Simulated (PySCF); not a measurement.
Te(F)(NH2) (FH2NTe), SMILES N[Te]F. Heavy atoms are numbered as in [Te:1]([F:2])[NH2:3]. Hydrogens are named by the atom that carries them.

Geometry optimised at r2SCAN-D4/def2-TZVP. The def2 effective core potentials stand for the cores of Te; spin–orbit coupling is left out. Other conformers were not sampled.

Calculation: r2SCAN/def2-TZVPD in PySCF.

Mulliken values depend strongly on the basis, most of all with diffuse functions as here. ESP charges are fitted to the potential on shells at 1.4 to 2.0 van der Waals radii. Atomic charges (e), one atom of each kind:

| atom | ESP fit | Mulliken |
|---|---|---|
| Te1 | 0.29 | 0.46 |
| F2 | -0.26 | -0.42 |
| N3 (NH2) | -0.73 | -0.52 |
| H on N3 | 0.35 | 0.24 |
